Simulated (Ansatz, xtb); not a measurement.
**Ranking isomers of FH9Si3Sn**

7 gas-phase structures of FH9Si3Sn, from a drawn sample of its isomers (lower ones may exist). Each was relaxed with GFN2-xTB; where two conformers were screened, the lower at r2SCAN-D4/def2-SVP is listed:

A. `F[SiH2][SiH2][SiH2][SnH3]`, a singlet
B. `F[SiH2][Si@@H]([SiH3])[SnH3]`, a singlet
C. `[F][Sn]([SiH3])([SiH3])[SiH3]`, a singlet
D. `F[SiH2][SnH]([SiH3])[SiH3]`, a singlet
E. `F[SiH2][SiH2][SnH2][SiH3]`, a singlet
F. `F[SiH2][SnH2][SiH2][SiH3]`, a singlet
G. `F[Si@H]([SiH3])[SnH2][SiH3]`, a singlet

Make a reasoned guess at their ranking by r2SCAN-D4/def2-SVP single-point energy.

Calculated order at r2SCAN-D4/def2-SVP: D (0.0), E (24.3), F (29.4), G (39.8), B (45.0), A (51.2), C (52.6) kJ/mol. Less than 1 kcal/mol parts A and C, so the order within that pair means little.

Energies above the lowest of each column, in kJ/mol; the last columns are at PBE0-D4/def2-SVP geometries and were run for some of them only (a dash: not run or not comparable):

```
structure  GFN2-xTB  HF/STO-3G  r2SCAN-D4/def2-SVP  PBE0-D4/def2-SVP  CCSD(T)/def2-SVP + ΔMP2/def2-TZVPP
        D       0.0        0.0                 0.0               0.0                                 0.0
        E      54.8       39.0                24.3              14.9                                26.1
        F      56.5       43.0                29.4              19.5                                28.4
        G      58.7       50.3                39.8                 –                                   –
        B     117.2       82.6                45.0                 –                                   –
        A     119.1       76.7                51.2                 –                                   –
        C      75.0       84.7                52.6              57.8                                72.7
```

Every level run on D puts it lowest or level with the lowest. Flexible structures stand in one conformer each, not always the lowest. E keeps a small imaginary mode. Frequencies (GFN2-xTB) were run for C, D, E, F alone. The ΔMP2 step shifts differences by up to 17.5 kJ/mol, which makes them less sure. Atoms past krypton carry core potentials in the def2 sets, without spin–orbit terms. ΔMP2 is the change of the MP2 energy from the smaller to the larger basis.

Over these structures GFN2-xTB departs from r2SCAN-D4/def2-SVP by 20.5 kJ/mol on average once a common shift is removed. A GFN2-xTB relaxation took about 0.2 s and the r2SCAN-D4/def2-SVP energy about 3.6 s on a shared host (Ansatz 0.2.0, xtb 6.7.1).
